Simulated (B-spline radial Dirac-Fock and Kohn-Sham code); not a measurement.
## Auger decay of the 4f5/2 hole in Ta

System: neutral tantalum, 1s2 2s2 2p6 3s2 3p6 3d10 4s2 4p6 4d10 4f14 5s2 5p6 5d3 6s2.

Method: one-electron (LDA, Dirac) transition rates at Dirac-Fock energies. Computed with a radial B-spline solver. Kinetic energies are configuration averages from the vacuum level; the two-hole energies are estimated from single-hole states.

```tsv
transition	kinetic energy (eV)	width (meV)	share (%)
N6-O4O4	8.43	12.4	24.4
N6-O4O5	8.95	21.4	42.1
N6-O5O5	9.47	1.05	2.1
N6-O4P1	10.77	14.3	28.1
N6-O5P1	11.26	1.48	2.9
N6-P1P1	11.43	0.246	0.5
```

Channels within a few eV of threshold rest on estimated energies and may be closed in reality. The listed channels hold 100 % of the non-radiative rate. Summed by principal shells, of 0.0509 eV in all: NOO 68.6 %, NOP 31.0 %, NPP 0.5 %.
